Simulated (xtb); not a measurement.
C7H7, doublet, geometry from GFN2-xTB; GFN2-xTB with ALPB(acetone) in xtb.

Input for xtb:
```
$ xtb mol.xyz --gfn 2 --uhf 1 --alpb acetone --json

# file mol.xyz
14

C      2.36069093    -0.21824476     0.05084697
C      0.98821196    -0.09135973     0.02128512
C      0.36211980     1.18191722    -0.09473152
C     -1.00389933     1.29830754    -0.12331928
C     -1.81299592     0.16761062    -0.03905016
C     -1.22914590    -1.09186356     0.07522167
C      0.13502389    -1.22787791     0.10543951
H      3.00174025     0.64238924    -0.01294849
H      2.82985766    -1.18151771     0.13855539
H      0.98887353     2.05936443    -0.16014177
H     -1.46011120     2.27413088    -0.21190846
H     -2.88758400     0.26695578    -0.06219573
H     -1.85980917    -1.96720581     0.14040063
H      0.58700044    -2.20505324     0.19408455
```

Task: Write the output that xtb gives for this input, abridged.

Result: 
```
   ID    Z sym.   atoms
    1    6 C      1-7
    2    1 H      8-14

           -------------------------------------------------
          |                Calculation Setup                |
           -------------------------------------------------

           -------------------------------------------------
          |                 G F N 2 - x T B                 |
           -------------------------------------------------

      * Solvation model:               ALPB
        Solvent                        acetone
        Parameter file                 internal GFN2-xTB/ALPB
        Dielectric constant                2.0700E+01
        Reference state                gsolv [1 M gas/solution]
        Free energy shift                  5.9241E-03 Eh       3.7175E+00 kcal/mol
        Temperature                        2.9815E+02 K
        Density                            7.9000E-01 kg/L
        Solvent mass                       5.8080E+01 g/mol
        Interaction kernel             P16
        Born radius scaling (c1)           1.8274E+00
        Born radii integrator          GBOBC
        Born offset                        0.0000E+00 a0       0.0000E+00 AA
        H-bond correction              true
        Ion screening                  false
        Surface tension                    1.0000E-05 Eh       1.5569E+01 dyn/cm
        Grid points                               230 per atom

          ...................................................
          :                      SETUP                      :
          :.................................................:
          :  # basis functions                  35          :
          :  # atomic orbitals                  35          :
          :  # shells                           21          :
          :  # electrons                        35          :
          :  max. iterations                   250          :
          :  Hamiltonian                  GFN2-xTB          :
          :  restarted?                      false          :
          :  GBSA solvation                   true          :
          :  PC potential                    false          :
          :  electronic temp.          300.0000000     K    :
          :  accuracy                    1.0000000          :
          :  -> integral cutoff          0.2500000E+02      :
          :  -> integral neglect         0.1000000E-07      :
          :  -> SCF convergence          0.1000000E-05 Eh   :
[...]
         :: total energy             -18.486066823385 Eh    ::
[...]
    12   1 H        0.926     0.032     2.557     2.501
    13   1 H        0.926     0.032     2.563     2.504
    14   1 H        0.926     0.034     2.528     2.486

 Mol. C6AA /au·bohr⁶  :       2372.576708
 Mol. C8AA /au·bohr⁸  :      58016.249794
 Mol. α(0) /au        :         79.046697

Wiberg/Mayer (AO) data.
largest (>0.10) Wiberg bond orders for each atom

 ---------------------------------------------------------------------------
     #   Z sym  total        # sym  WBO       # sym  WBO       # sym  WBO
 ---------------------------------------------------------------------------
     1   6 C    3.727 --     2 C    1.463     9 H    0.980     8 H    0.980
     2   6 C    3.991 --     1 C    1.463     7 C    1.223     3 C    1.223
     3   6 C    3.968 --     4 C    1.524     2 C    1.223    10 H    0.970
     4   6 C    3.993 --     3 C    1.524     5 C    1.381    11 H    0.970
     5   6 C    3.960 --     6 C    1.381     4 C    1.381    12 H    0.973
     6   6 C    3.993 --     7 C    1.524     5 C    1.381    13 H    0.970
     7   6 C    3.968 --     6 C    1.524     2 C    1.223    14 H    0.970
     8   1 H    0.998 --     1 C    0.980
     9   1 H    0.998 --     1 C    0.980
    10   1 H    0.999 --     3 C    0.970
    11   1 H    0.998 --     4 C    0.970
    12   1 H    0.999 --     5 C    0.973
    13   1 H    0.998 --     6 C    0.970
    14   1 H    0.999 --     7 C    0.970
 ---------------------------------------------------------------------------

Topologies differ in total number of bonds
Writing topology from bond orders to xtbtopo.mol

molecular dipole:
                 x           y           z       tot (Debye)
 q only:       -0.022       0.002      -0.000
   full:       -0.026       0.002      -0.001       0.067
molecular quadrupole (traceless):
                xx          xy          yy          xz          yz          zz
 q only:        0.774       0.014       0.868       0.032      -0.213      -1.642
  q+dip:        3.119       0.019       3.133       0.128      -0.797      -6.252
   full:        1.437       0.036       1.721       0.061      -0.414      -3.157

           -------------------------------------------------
          | TOTAL ENERGY              -18.486066823385 Eh   |
          | GRADIENT NORM               0.001358509377 Eh/α |
          | HOMO-LUMO GAP               2.844434328502 eV   |
           -------------------------------------------------

normal termination of xtb
```
